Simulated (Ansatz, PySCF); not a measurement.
This PySCF input computes a CAM-B3LYP/def2-TZVPD energy:

```python
from pyscf import gto, scf, dft

mol = gto.M(
    atom='''
    Te   -0.00000000    0.00000000   -0.00000000
    H     1.73838604    0.01355639    0.01815586
    H    -1.73838604   -0.01355639   -0.01815586
    H    -0.01350383    1.73847378   -0.00509791
    H     0.01350383   -1.73847378    0.00509791
    H    -0.01819499    0.00495645    1.73843142
    H     0.01819499   -0.00495645   -1.73843142
    ''',
    basis='def2-tzvpd',
    ecp='def2-tzvp',
    charge=0,
    spin=0,
    verbose=4,
)

mf = dft.RKS(mol, xc='camb3lyp').density_fit(auxbasis='def2-universal-jkfit')
mf.grids.level = 3
mf.conv_tol = 1e-9
mf.max_cycle = 100
mf.max_memory = 1500
mf.kernel()
if not mf.converged:
    mf = mf.newton()
    mf.kernel(mf.make_rdm1())
mf.analyze()
```

Q: Write an input for the same energy in Ansatz (an electronic-structure program) and say what it gives.

A: 
Ansatz 0.2 input:
```yaml
crystal:
  periodic: [false, false, false]
  atoms:
    - {symbol: Te, position_ang: [-0.00000000, 0.00000000, -0.00000000]}
    - {symbol: H, position_ang: [1.73838604, 0.01355639, 0.01815586]}
    - {symbol: H, position_ang: [-1.73838604, -0.01355639, -0.01815586]}
    - {symbol: H, position_ang: [-0.01350383, 1.73847378, -0.00509791]}
    - {symbol: H, position_ang: [0.01350383, -1.73847378, 0.00509791]}
    - {symbol: H, position_ang: [-0.01819499, 0.00495645, 1.73843142]}
    - {symbol: H, position_ang: [0.01819499, -0.00495645, -1.73843142]}
basis:
  gaussian:
    orbitals: def2-TZVPD
hamiltonian:
  xc: {name: CAM-B3LYP}
output: {forces: true}
```
It gives -271.38417 Eh, and PySCF -271.38425 Eh, a difference of 0.08 mEh, from the treatment of integrals and grids.
